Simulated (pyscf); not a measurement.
•H₂C–SnH₃ -> H₃C–SnH₂•, a hydrogen shift (doublet surface; H–Sn broken, C–H formed). Single points on ωB97X-D3(BJ)/def2-SVP structures (PySCF, gas phase). MP2 and CC: frozen core, UHF for open shells. ΔMP2 is the change of the MP2 total energy from the triple- to the quadruple-zeta basis. Energies in kcal/mol from the reactant's lowest minimum found.

GFN2-xTB: tblite. Open shells are spin-unrestricted. 

### Question
In single points GFN2-xTB puts the saddle at 35.0 kcal/mol and the reaction energy at -37.2 kcal/mol. Should these be trusted to within a few kcal/mol? Compare with CCSD(T)/def2-TZVPP + ΔMP2(QZVPP).

### Answer
CCSD(T)/def2-TZVPP + ΔMP2(QZVPP) gives ΔE‡ = 34.4 kcal/mol and ΔE = -28.7 kcal/mol. GFN2-xTB lies 0.6 kcal/mol over it in the barrier and 8.5 kcal/mol under it in the reaction energy, so on this step it does not hold to within 3.0 kcal/mol. CCSD(T)/def2-TZVPP + ΔMP2(QZVPP) has limits of its own. This is the saddle that the search found; another between the same sides may lie lower. The CCSD(T) − MP2 part came from Ansatz, without density fitting, on the same reference. A UHF reference is spin-contaminated (<S²> up to 0.88), which harms MP2 most. The frozen core leaves the outer d or s,p core shells of the metals and heavy elements correlated in the MP2 and CC values, and def2-TZVPP describes them poorly, which can shift differences by a few kcal/mol. Elements past Kr carry the def2 core potentials, without spin-orbit coupling.
